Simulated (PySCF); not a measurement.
C4H6S, SMILES C#CCCS, GFN2-xTB optimised geometry.

```
11

C      1.62    -0.68     0.01
C      0.42    -0.74     0.00
C     -1.03    -0.74     0.00
C     -1.58     0.69     0.00
S     -1.24     1.56     1.57
H      2.67    -0.66     0.02
H     -1.38    -1.26    -0.89
H     -1.39    -1.27     0.88
H     -1.16     1.27    -0.82
H     -2.67     0.67    -0.08
H      0.08     1.40     1.52
```

Density from PBE/def2-TZVP run with PySCF at that geometry.

Minimum of the electron density along straight lines between bonded atoms, close to the bond critical point (lines longer than 1.1 times the sum of covalent radii, or with two minima, are not listed):

```
bond    length / Å  ρ at the minimum / e bohr⁻³  ∇²ρ there / e bohr⁻⁵  position (fraction from the first atom)
------  ----------  ---------------------------  --------------------  ---------------------------------------
C1–C2        1.197                        0.420                 -1.20                                     0.49
C2–C3        1.449                        0.274                 -0.73                                     0.53
C3–C4        1.527                        0.242                     ?                                     0.50
C4–S5        1.828                        0.174                     ?                                     0.47
C1–H6        1.049                        0.297                 -1.10                                     0.66
C3–H7        1.094                        0.275                 -0.92                                     0.64
C3–H8        1.094                        0.276                 -0.94                                     0.65
C4–H9        1.091                        0.281                 -0.96                                     0.65
C4–H10       1.089                        0.280                 -0.96                                     0.65
S5–H11       1.331                            ?                 -0.64                                     0.64
```

Q: Some entries are withheld; supply them.

A: 
- C3–C4, ∇²ρ there / e bohr⁻⁵: -0.57
- C4–S5, ∇²ρ there / e bohr⁻⁵: -0.26
- S5–H11, ρ at the minimum / e bohr⁻³: 0.220
